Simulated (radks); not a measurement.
Task: Ta22+, 51 electrons, occupied as [Kr] 4d10 4f4 6s1 (not the ground configuration). Calculated with a radial shooting solver on a logarithmic mesh with Libxc functionals: scalar-relativistic Kohn-Sham, BLYP, spin-polarised, spherical densities, finite nucleus; open shells are filled with parallel spins first (spin-orbit coupling, left out, can overturn this in heavy ions); Fermi nuclear charge, rms radius 5.3507 fm. Some entries of the table are withheld. Estimate them.

| orbital | occ. | eigenvalue (eV) | <r> (bohr) |
|---|---|---|---|
| 1s up | 1 | -68017.33 | 0.01867 |
| 1s down | 1 | -68017.22 | 0.01867 |
| 2s up | 1 | -12239.67 | 0.07898 |
| 2s down | 1 | -12239.47 | 0.07898 |
| 2p up | 3 | -10810.63 | 0.07058 |
| 2p down | 3 | -10810.46 | 0.07058 |
| 3s up | 1 | -3324.104 | 0.2046 |
| 3s down | 1 | -3320.187 | 0.2045 |
| 3p up | 3 | -2898.740 | 0.2046 |
| 3p down | 3 | -2894.813 | 0.2044 |
| 3d up | 5 | -2401.903 | 0.1854 |
| 3d down | 5 | -2398.887 | 0.1851 |
| 4s up | 1 | -1170.883 | 0.4421 |
| 4s down | 1 | -1164.339 | 0.4425 |
| 4p up | 3 | -1024.510 | 0.4627 |
| 4p down | 3 | -1018.223 | 0.4633 |
| 4d up | 5 | -838.8823 | 0.4771 |
| 4d down | 5 | -832.7290 | 0.4782 |
| 4f up | 4 | (1) | 0.4730 |
| 4f down | 0 | (2) | 0.4754 |
| 6s up | 1 | -337.7706 | 1.386 |

Result: 
(1) 4f up eigenvalue (eV): -635.1997
(2) 4f down eigenvalue (eV): -628.6556
